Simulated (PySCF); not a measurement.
## A PySCF run on PbS

State: ¹Σ⁺ (singlet), closed shell.

An equivalent input (the run itself took its basis sets from the Basis Set Exchange, started from a PBE0 density and held the occupation σ 9α 9β, πx 4α 4β, πy 4α 4β, δx 1α 1β, δy 1α 1β):

```python
from pyscf import gto, dft
mol = gto.M(atom='Pb 0 0 0; S 0 0 2.321', basis={'Pb': 'def2-SVPD', 'S': 'def2-SVPD'}, ecp={'Pb': 'def2-SVPD'},
            charge=0, spin=0, verbose=4, symmetry='C2v')
mf = dft.UKS(mol, xc='TPSS')
mf.grids.atom_grid = (80, 434)
mf.grids.prune = dft.gen_grid.treutler_prune
mf.irrep_nelec = {'A1': (10, 10), 'A2': (1, 1), 'B1': (4, 4), 'B2': (4, 4)}
mf.conv_tol = 1e-9
mf.max_cycle = 60
mf.diis_space = 10
mf.kernel()
```

The log (some set-up lines and the per-cycle HOMO/LUMO lines removed):

```
******** <class 'pyscf.dft.uks_symm.SymAdaptedUKS'> ********
method = SymAdaptedUKS
damping factor = 0
level_shift factor = 0
DIIS = <class 'pyscf.scf.diis.CDIIS'>
diis_start_cycle = 1
diis_space = 10
diis_damp = 0
SCF conv_tol = 1e-09
SCF conv_tol_grad = None
SCF max_cycles = 60
number electrons alpha = 19  beta = 19
Set gradient conv threshold to 3.16228e-05
init E= -590.952421058488
cycle= 1 E= -590.953104023153  delta_E= -0.000683  |g|= 0.0228  |ddm|= 0.114
cycle= 2 E= -590.945824717072  delta_E= 0.00728  |g|= 0.0935  |ddm|= 0.15
cycle= 3 E= -590.953552331749  delta_E= -0.00773  |g|= 0.00564  |ddm|= 0.118
cycle= 4 E= -590.953568212277  delta_E= -1.59e-05  |g|= 0.00121  |ddm|= 0.0115
cycle= 5 E= -590.95356942909  delta_E= -1.22e-06  |g|= 0.000284  |ddm|= 0.00219
cycle= 6 E= -590.95356949258  delta_E= -6.35e-08  |g|= 9.16e-05  |ddm|= 0.000276
cycle= 7 E= -590.953569499973  delta_E= -7.39e-09  |g|= 9.94e-06  |ddm|= 0.000119
cycle= 8 E= -590.953569500051  delta_E= -7.82e-11  |g|= 2.21e-06  |ddm|= 1.07e-05
Extra cycle  E= -590.95356949996  delta_E= 9.19e-11  |g|= 1.06e-05  |ddm|= 1.61e-05
converged SCF energy = -590.95356949996  <S^2> = -2.4868996e-14  2S+1 = 1
```

Repeating this along the bond gives Re = 2.343 Å and ωe = 421 cm⁻¹.

A point of this curve took 0.58 CPU seconds beside 0.13 for the integrals, on Intel Xeon 6975P-C (shared host).

Spin–orbit coupling is left out, which matters for elements this heavy, above all for dissociation energies.
